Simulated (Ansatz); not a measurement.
Geometry optimisation, RKS B3LYP/def2-SVP (Ansatz).

input.yaml

```yaml
crystal:
  periodic: [false, false, false]
  atoms:
    - { symbol: "N", position_ang: [1.8771, -1.6727, 1.1101] }
    - { symbol: C, position_ang: [1.0553, -0.8998, 0.6367] }
    - { symbol: Sn, position_ang: [-0.3664, 0.4266, -0.21] }
    - { symbol: Cl, position_ang: [-1.9579, -0.7919, -1.274] }
    - { symbol: H, position_ang: [0.85414, -0.0165, 1.24285] }
    - { symbol: H, position_ang: [-1.0357, 1.4237, 1.07] }
basis:
  gaussian: { orbitals: def2-SVP }
hamiltonian:
  xc: b3lyp
relax:
  f_tol: 0.02
  max_steps: 50
```

Run as:

```bash
$ ansatz run input.yaml --threads 2 --pin off --max-ram 3072MiB --backend cpu --events-out ev --progress --plain --runs-dir out
```

**Question.** Where does it end, and by what steps?

**Answer.** The run converged. After 30 steps the energy has fallen by 3.511 eV; H5 moved furthest, 2.19 Å. Parted: C2–Sn3, Sn3–H5. Joined: N1–Sn3.

| step | energy less start (eV) | largest force component (eV/Å) | accepted |
| --- | --- | --- | --- |
| 0 | 0.0000 | 3.609 | yes |
| 2 | -2.0421 | 2.091 | yes |
| 4 | -2.7017 | 1.699 | yes |
| 6 | -3.0141 | 1.369 | yes |
| 8 | -3.0730 | 0.891 | yes |
| 10 | -3.1190 | 0.562 | yes |
| 12 | -3.1486 | 1.071 | yes |
| 14 | -3.2198 | 1.219 | yes |
| 16 | -3.3186 | 1.228 | yes |
| 18 | -3.3507 | 0.838 | yes |
| 20 | -3.3943 | 2.000 | yes |
| 22 | -3.4778 | 0.218 | yes |
| 24 | -3.5029 | 0.331 | yes |
| 26 | -3.5086 | 0.079 | yes |
| 28 | -3.5108 | 0.067 | yes |
| 30 | -3.5113 | 0.004 | yes |

```xyz
6
Properties=species:S:1:pos:R:3
N 0.792 -0.429 0.817
C 1.201 -1.057 1.691
Sn -0.200 0.672 -1.261
Cl -2.086 -0.878 -1.153
H 1.579 -1.647 2.514
H -0.860 1.807 -0.032
```

The run took 67 s on 2 threads of Arm Neoverse V1 (shared host), peak memory 0.17 GiB.
